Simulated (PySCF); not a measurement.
## TiH2: from structure and modes to constants

All numbers come from PySCF, UB3LYP, basis Ti def2-TZVP, H def2-TZVP (no relativity, density fitting).

The triplet minimum has C2v symmetry. Masses (u): Ti 47.94795, H 1.00782.

```xyz
3
charge 0 multiplicity 3, angstrom
Ti    0.0000    0.0000   -0.0343
H     1.5376    0.0000    0.8161
H    -1.5376    0.0000    0.8161
```

Harmonic wavenumbers (cm⁻¹): 578.6 (a1, ×1), 1591.2 (b2, ×1), 1600.4 (a1, ×1).

Find the principal moments of inertia and the rotational constants. What kind of rotor is it?

About the centre of mass I = 1.3988, 4.7652, 6.164 u Å². With B = 16.8576/I this gives 12.05, 3.538, 2.735 cm⁻¹. The molecule is an asymmetric top with κ = -0.83.

What is the harmonic zero-point energy?

Half the sum of all 3 wavenumbers, 3770/2 = 1885 cm⁻¹, which is 22.6 kJ/mol (1 cm⁻¹ = 0.0119627 kJ/mol).

Find the vibrational entropy and heat capacity at 298.15 K.

With u = 1.43878 ω/T, each mode gives S = R[u/(eᵘ−1) − ln(1−e⁻ᵘ)] and C = R u² eᵘ/(eᵘ−1)².
```tsv
ω (cm⁻¹)	u	S (J/(mol K))	C (J/(mol K))
578.6	2.792	2.04	4.51
1591.2	7.679	0.03	0.23
1600.4	7.723	0.03	0.22
```
The sums over all modes are S = 2.1 and C = 5.0 J/(mol K); the softest mode gives 97 % of the entropy.

Give the standard entropy (298.15 K, 1 bar) by its translational, rotational, vibrational and spin parts, and Cp.

Sackur–Tetrode with M = 49.96 u gives 157.6; rotation with symmetry number 2 gives 58.2; vibration 2.1; spin R ln 3 = 9.1. The total is 227.1 J/(mol K), and Cp = 4 R + 5.0 = 38.2 J/(mol K).

Only a few start shapes were tried, so a lower isomer may exist. Other spin states or occupations of the open shell can lie lower.
